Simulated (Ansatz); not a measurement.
Basis-set extrapolation for `COB(O)OC` (PBE0-D4/def2-TZVP geometry, frozen core, Ansatz 0.2.0). Multiplicity 1, RHF reference.

|  | def2-TZVPP | def2-QZVPP |
| --- | --- | --- |
| HF | -329.376191 | -329.392150 |
| MP2 correlation | -1.150506 | -1.237168 |
| CCSD(T) correlation | -1.228102 | not run |

Energies in hartree. Use E(X) = E(∞) + A·exp(−7.88·√X) for Hartree–Fock and E(X) = E(∞) + B·X^(−2.97) for correlation, with X = 3 and 4, and add CCSD(T) minus MP2 of the smaller set to the MP2 limit.

What is the CCSD(T) energy at the basis-set limit?

HF limit: -329.392150 + (-0.015959) × 0.13774 = -329.39435. MP2 limit: -1.237168 + (-0.086662) × 0.74074 = -1.30136. Higher-order term: -1.228102 − (-1.150506) = -0.07760. Total: -330.77331 hartree, 443.8 kJ/mol below CCSD(T)/def2-TZVPP.
